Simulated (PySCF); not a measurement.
# Structure from NMR data

An unknown has the formula C6H9NO. Its calculated NMR data are:

¹H NMR (400 MHz, computed): δ 10.06 (d, 1H), 7.81 (m, 1H), 4.25 (m, 1H), 3.49 (m, 1H), 2.91 (m, 1H), 2.30 (m, 1H), 2.04 (m, 1H), 1.89 (m, 1H), 1.88 (m, 1H).

¹³C{¹H} NMR (computed): δ 208.3 (CH), 164.8 (CH), 49.7 (CH2), 46.3 (CH), 28.6 (CH2), 25.6 (CH2).

[PySCF 2.14.0 with density-fitted response routines: geometry: GFN2-xTB; GIAO PBE0/pcSseg-1 shieldings; gas phase; one computed conformer; relativity neglected]

Scale: TMS for ¹H, ¹³C (reference shieldings calculated alike).

Question: Which of these isomers gave the spectra?
A. C=CC(C=C)C(N)=O
B. CC(C)c1cocn1
C. N[C@@H]1CC=CC(=O)C1
D. O=C[C@@H]1CC=NCC1
E. N#C[C@H]1CCCOC1

Answer: D. 

1. The formula gives 3 degrees of unsaturation (1 ring in the answer).
2. 6 carbon signals for 6 carbons: no two carbons are equivalent.
3. Carbon types of the structure: 3 × CH, 3 × CH2, which accounts for all hydrogens.
4. δC 208.3: aldehyde carbonyl carbon; the double bond to the heteroatom, with no lone-pair donor beside it, deshields it most.
5. δC 164.8: C=N carbon.
6. δC 49.7: sp3 CH2 bonded to N; pulled downfield by the heteroatom.
7. δH 10.06: hydrogen on an aldehyde carbonyl carbon; deshielded by the polar, anisotropic C=O bond.
8. δH 2.30: hydrogen on an sp3 CH α to a carbonyl; α to C=O.

The others: CC(C)c1cocn1 would give 5 carbon signals, not 6; N#C[C@H]1CCCOC1 has carbons computed at 124.5, 73.5, 71.3, 32.4, 28.9, 27.6, with a different DEPT pattern; C=CC(C=C)C(N)=O would give 4 carbon signals, not 6; N[C@@H]1CC=CC(=O)C1 would give 7 signals for carbon-bound and other non-exchanging H, not 9.

Shifts are as computed. Against solution values, carbons near 30 ppm lie about +3 ppm off and those near 130 ppm about +5 ppm. Of 1211 compounds with measured shifts, 218 miss one by over three times the rms of a fit or turn the order of signals round; such compounds aren't used in these exercises. Multiplicities follow the n + 1 count of equivalent neighbours, as no J values were calculated; m marks all less simple cases, F and P coupling included.
